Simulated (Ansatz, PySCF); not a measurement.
Br3Ga. Atoms are numbered in the order given.

```xyz
4

Ga     0.0000     0.0000     0.0000
Br     2.2823     0.0000     0.0000
Br    -1.1412    -1.9765     0.0000
Br    -1.1412     1.9765     0.0000
```

Geometry optimised at B3LYP-D3(BJ)/def2-SVP. The isomer is the one that the SMILES or the coordinates give; other isomers of the formula were not compared.

Vertical ionisation energy (IE) and electron affinity (EA) in eV. Rows of orbital energies are one-electron estimates. Where ΔSCF, EOM or ADC give a negative EA the extra electron is unbound and the value depends on the basis.

```json
[
 {"level": "−ε(HOMO), −ε(LUMO), ωB97X/def2-TZVP (PySCF)", "IE": "11.05", "EA": "0.45"},
 {"level": "−ε(HOMO), −ε(LUMO), PBE/def2-TZVP (PySCF)", "IE": "7.41", "EA": "3.27"},
 {"level": "ΔSCF, PBE0/def2-TZVPD (Ansatz), final states of multiplicity 2 and 2", "IE": "(withheld)", "EA": "(withheld)"},
 {"level": "ΔSCF, PBE/def2-TZVPD (Ansatz), final states of multiplicity 2 and 2", "IE": "10.03", "EA": "1.03"}
]
```

### Question
What belongs in the gaps? (Estimate from the structure and the level; the computed values follow.)

### Answer

- ΔSCF, PBE0/def2-TZVPD (Ansatz, a program for electronic structure), final states of multiplicity 2 and 2, IE: 10.57
- ΔSCF, PBE0/def2-TZVPD (Ansatz), final states of multiplicity 2 and 2, EA: 0.91

### Question
What vertical singlet–triplet gap does ΔSCF give with PBE0/def2-TZVPD (Ansatz) and with PBE/def2-TZVPD (Ansatz)? (The exact figures need the calculation; the answer reports its results.)

### Answer
4.72 and 4.11 eV (triplet above singlet where positive).
